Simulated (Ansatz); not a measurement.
Ansatz results at the PBE0-D4/def2-TZVP geometry: LUMO energy (PBE0/def2-TZVPP) -0.27 eV; HOMO energy (ωB97M-V/def2-TZVPP) -9.69 eV; size of the dipole moment (B3LYP/def2-TZVPP) 1.81 D.

Each molecule was computed in one conformer, which needn't be the lowest.

Which molecule gave them?
A. `[ZnH][SiH]1N[SiH2]1`
B. `C=[CH][GeH]([NH2])[Cl]`
C. `C[SiH](O)C(N)=O`
D. `OC/C(O)=N\[SiH3]`

D. The others give `C[SiH](O)C(N)=O`: -0.23, -9.55, 4.05; `C=[CH][GeH]([NH2])[Cl]`: -0.69, -10.14, 1.68; `[ZnH][SiH]1N[SiH2]1`: -1.45, -8.43, 0.80.

B3LYP here is the variant with VWN-RPA as its local correlation; programs differ in this.
